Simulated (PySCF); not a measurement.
Bond stretch in GaH, singlet.

Methods: UHF/def2-TZVP (PySCF); RHF/def2-TZVP (PySCF); UKS-M06-2X = unrestricted M06-2X/def2-TZVP (PySCF); RKS-M06-2X = restricted M06-2X/def2-TZVP in PySCF; UKS-PBE0 = unrestricted PBE0/def2-TZVP (PySCF 2.14.0); RKS-PBE0 = restricted PBE0/def2-TZVP (PySCF 2.14.0); UKS-PBE = unrestricted PBE/def2-TZVP (PySCF); RKS-PBE = restricted PBE/def2-TZVP in PySCF; UKS-B3LYP/6-31G* = unrestricted B3LYP/6-31G*, spherical d (PySCF 2.14.0); RKS-B3LYP/6-31G* = PySCF 2.14.0 with restricted B3LYP/6-31G*, spherical d.

Scanned distances (Å): 1.35, 1.43, 1.51, 1.56, 1.63, 1.68, 1.74, 1.80, 1.86, 1.95, 2.08, 2.27, 2.55, 2.77, 3.04, 3.39, 3.71, 4.15, 4.52, 5.04, 5.88, 6.69.

**Question.** Where does the unrestricted solution first break spin symmetry (<S²> of 0.01 or more)?

**Answer.** UHF: already at 1.35 Å; UKS-M06-2X: between 2.77 and 3.04 Å; UKS-PBE0: between 2.77 and 3.04 Å; UKS-PBE: between 3.04 and 3.39 Å; UKS-B3LYP/6-31G*: between 2.77 and 3.04 Å.

| R / Å | <S²> UHF | E(RHF) − E(UHF) / kcal/mol | <S²> UKS-M06-2X | E(RKS-M06-2X) − E(UKS-M06-2X) / kcal/mol | <S²> UKS-PBE0 | E(RKS-PBE0) − E(UKS-PBE0) / kcal/mol | <S²> UKS-PBE | E(RKS-PBE) − E(UKS-PBE) / kcal/mol | <S²> UKS-B3LYP/6-31G* | E(RKS-B3LYP/6-31G*) − E(UKS-B3LYP/6-31G*) / kcal/mol |
|---|---|---|---|---|---|---|---|---|---|---|
| 1.35 | 0.14 | 0.2 | 0.00 | 0.0 | 0.00 | 0.0 | 0.00 | 0.0 | 0.00 | 0.0 |
| 1.43 | 0.09 | 0.1 | 0.00 | 0.0 | 0.00 | 0.0 | 0.00 | 0.0 | 0.00 | 0.0 |
| 1.51 | 0.04 | 0.0 | 0.00 | 0.0 | 0.00 | 0.0 | 0.00 | 0.0 | 0.00 | 0.0 |
| 1.56 | 0.00 | 0.0 | 0.00 | 0.0 | 0.00 | 0.0 | 0.00 | 0.0 | 0.00 | 0.0 |
| 1.63 | 0.00 | 0.0 | 0.00 | 0.0 | 0.00 | 0.0 | 0.00 | 0.0 | 0.00 | 0.0 |
| 1.68 | 0.00 | 0.0 | 0.00 | 0.0 | 0.00 | 0.0 | 0.00 | 0.0 | 0.00 | 0.0 |
| 1.74 | 0.00 | 0.0 | 0.00 | 0.0 | 0.00 | 0.0 | 0.00 | 0.0 | 0.00 | 0.0 |
| 1.80 | 0.00 | 0.0 | 0.00 | 0.0 | 0.00 | 0.0 | 0.00 | 0.0 | 0.00 | 0.0 |
| 1.86 | 0.00 | 0.0 | 0.00 | 0.0 | 0.00 | 0.0 | 0.00 | 0.0 | 0.00 | 0.0 |
| 1.95 | 0.00 | 0.0 | 0.00 | 0.0 | 0.00 | 0.0 | 0.00 | 0.0 | 0.00 | 0.0 |
| 2.08 | 0.00 | 0.0 | 0.00 | 0.0 | 0.00 | 0.0 | 0.00 | 0.0 | 0.00 | 0.0 |
| 2.27 | 0.00 | 0.0 | 0.00 | 0.0 | 0.00 | 0.0 | 0.00 | 0.0 | 0.00 | 0.0 |
| 2.55 | 0.36 | 1.8 | 0.00 | 0.0 | 0.00 | 0.0 | 0.00 | 0.0 | 0.00 | 0.0 |
| 2.77 | 0.60 | 6.6 | 0.00 | 0.0 | 0.00 | 0.0 | 0.00 | 0.0 | 0.00 | 0.0 |
| 3.04 | 0.78 | 14.2 | 0.37 | 1.8 | 0.31 | 1.1 | 0.00 | 0.0 | 0.28 | 1.0 |
| 3.39 | 0.90 | 24.8 | 0.65 | 7.0 | 0.60 | 5.1 | 0.38 | 1.3 | 0.55 | 4.7 |
| 3.71 | 0.96 | 34.3 | 0.80 | 12.6 | 0.76 | 9.7 | 0.58 | 3.9 | 0.70 | 8.9 |
| 4.15 | 0.99 | 45.9 | 0.91 | 20.2 | 0.90 | 15.8 | 0.74 | 7.5 | 0.83 | 14.4 |
| 4.52 | 1.00 | 54.3 | 0.97 | 26.0 | 0.97 | 20.5 | 0.82 | 10.2 | 0.89 | 18.5 |
| 5.04 | 1.01 | 64.1 | 1.00 | 32.8 | 1.00 | 26.1 | 0.91 | 13.1 | 0.96 | 23.2 |
| 5.88 | 1.01 | 75.5 | 1.00 | 40.5 | 1.00 | 31.9 | 1.00 | — | 1.00 | 28.4 |
| 6.69 | 1.01 | 82.4 | 1.00 | 45.0 | 1.00 | 35.0 | 1.00 | — | 1.00 | 31.1 |

Dashes: no converged value, or the column stops at the first point that the program doubted or that broke a chosen test of continuity, which isn't proof of a fault.
